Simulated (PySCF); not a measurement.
Estimate the missing entries of this data sheet.

C4H8O3Si.
SMILES: `C=COC(=O)CO[SiH3]`

Conformer (atom-mapped SMILES and torsion angles): `[CH2:1]=[CH:2][O:3][C:4](=[O:5])[CH2:6][O:7][SiH3:8]`: C1–C2–O3–C4 180°, C2–O3–C4–O5 0°, O3–C4–C6–O7 -179°, C4–C6–O7–Si8 -178°.

```csv
property,level,value
"rotational constants A, B, C",PBE0-D3(BJ)/def2-SVP,"7.260, 0.616, 0.574 GHz"
dipole moment,PBE0/def2-SVPD,2.51 D
HOMO energy,PBE0/def2-SVPD,-7.50 eV
LUMO energy,PBE0/def2-SVPD,?
lowest singlet excitation,TDDFT PBE0/def2-SVPD,?
strongest line among the 6 lowest singlet transitions,TDDFT PBE0/def2-SVPD,?
static isotropic polarisability,PBE0/def2-SVPD,89.9 au
electronic spatial extent ⟨r²⟩ about the centre of nuclear charge,PBE0/def2-SVPD,?
```

Electronic properties: PySCF, gas phase, density fitting.

**Question.** What is the LUMO energy?

**Answer.** -0.61 eV.

**Question.** Give the electronic spatial extent ⟨r²⟩ about the centre of nuclear charge.

**Answer.** 1895 bohr².

**Question.** Give the lowest singlet excitation.

**Answer.** 5.82 eV (213 nm, f = 0.001).

**Question.** The strongest line among the 6 lowest singlet transitions?

**Answer.** S2 at 6.18 eV (201 nm, f = 0.343).

In wavenumbers S1 is 46900 cm⁻¹ (1 eV = 8065.54 cm⁻¹). No computed singlet falls in the visible range (750 to 380 nm, 1.65 to 3.26 eV); S1 lies 2.56 eV above its blue end. The principal polarisabilities are 66.1, 80.7 and 122.8 au; their mean is the isotropic value. The rotational constants make it an asymmetric top with κ = (2B − A − C)/(A − C) = -0.99, nearer the prolate limit (−1). In atomic units the dipole is 0.99 e·bohr (1 au = 2.5417 D). The polarisability is 13.32 Å³ as a volume (1 au = 0.148185 Å³), or 1.28 au for each of the 70 electrons.

For the geometry optimisation (PBE0-D3(BJ)/def2-SVP), time: 62 s; peak memory 0.61 GiB. Hardware: one thread of an Intel Xeon 6975P-C, shared host with 192 logical CPUs at a one-minute load of 32.

One conformer stands for the species.
